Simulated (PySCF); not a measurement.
HfCl3OH, optimised at PBE/def2-SVP:

```xyz
6

O      0.2992     0.7390    -1.7375
Hf     0.0625    -0.0201    -0.0130
Cl    -0.0547    -2.3648    -0.2186
Cl     1.8933     0.5792     1.3446
Cl    -1.9369     0.8082     0.9197
H      0.4196     1.1255    -2.6151
```

Energies from PySCF, thermal terms from the rigid-rotor harmonic-oscillator model, ideal gas at 1 bar. All species are closed-shell singlets. Hf: scalar-relativistic def2 core potential, no spin-orbit coupling. HfCl3OH: computed as isolated molecules; such fragments, hydroxides, amides, oligomers or adducts are transient or little studied in the gas.

Problem. List the harmonic frequencies (cm⁻¹, unscaled) at this level and at the other levels, each on its own geometry.

Solution. 
- PBE/def2-SVP: 91, 92, 96, 140, 140, 275, 276, 364, 378, 378, 726, 3869
- PBE0/def2-TZVP: 97, 97, 104, 148, 148, 242, 244, 375, 384, 384, 739, 4003
